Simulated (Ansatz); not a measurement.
A nudged elastic band was laid between two geometries of ClH + F3HSi (7 atoms, charge 0, multiplicity 1).

Level of theory: Ansatz 0.2.0, RKS B3LYP-D4/def2-SVP.

```
movable images  : 5
climbing image  : yes
spring          : 5.0 eV/Å²
optimiser       : quadratic models (default)
start path      : through a guess of the saddle point
force threshold : 0.05 eV/Å
iteration limit : 60
end points      : relaxed
```

Image 0:

```xyz
7
Properties=species:S:1:pos:R:3
Si 0.374 0.000 -0.180
H 0.464 0.000 1.280
F 1.849 0.000 -0.813
F -0.377 1.302 -0.733
F -0.377 -1.302 -0.733
Cl -2.759 0.000 1.395
H -2.431 0.000 2.644
```

Image 6:

```xyz
7
Properties=species:S:1:pos:R:3
Si -0.422 0.000 -0.725
H -0.266 0.000 2.830
F 0.611 0.000 0.495
F -0.145 1.295 -1.615
F -0.145 -1.295 -1.614
Cl -2.321 0.000 -0.040
H -0.570 0.000 3.528
```

(1) What changes between the two ends?

(2) What energy profile does the band end with?

(3) What is the geometry of the highest image?

The band took 17 iterations and about 2.8 core-minutes.

## Answers

(1) Bonds broken: Si1–H2, Cl6–H7. Bonds formed: Si1–Cl6, H2–H7. ClH + F3HSi becomes ClF3Si + H2.

(2) The forces met the threshold. The highest image is number 3 of 0 to 6, 41.0 kcal/mol above the first end and 55.3 kcal/mol above the last; the last end lies 14.3 kcal/mol below the first. Neighbouring images differ by up to 1.5 eV, so the band resolves the path poorly. A vibrational analysis at the climbing image gives one clearly imaginary mode, 993i cm⁻¹: a first-order saddle point. The orbitals stay closed-shell, which can raise the energy where a bond breaks towards radicals; this wasn't checked here.

```
image  path coordinate (Å)  energy (kcal/mol)  Si1–H2 (Å)  Cl6–H7 (Å)  Si1–Cl6 (Å)
    0                 0.00                0.0        1.46        1.29         3.51
    1                 0.80                1.1        1.46        1.29         3.41
    2                 1.61                9.7        1.48        1.31         2.97
    3                 2.41               41.0        1.66        1.63         2.37
    4                 3.46                6.3        2.41        2.22         2.07
    5                 4.51              -12.4        3.19        2.77         2.02
    6                 5.56              -14.3        3.56        3.97         2.02
```

(3) 
```xyz
7
Properties=species:S:1:pos:R:3
Si -0.241 0.000 0.012
H 0.061 0.000 1.646
F 1.377 0.000 -0.077
F -0.580 1.381 -0.720
F -0.580 -1.381 -0.720
Cl -2.390 0.000 1.021
H -0.906 0.000 1.699
```

Time of the run: 87 s on 2 threads of Intel(R) Xeon(R) 6975P-C (Granite Rapids) (shared host), peak memory 0.2 GiB.
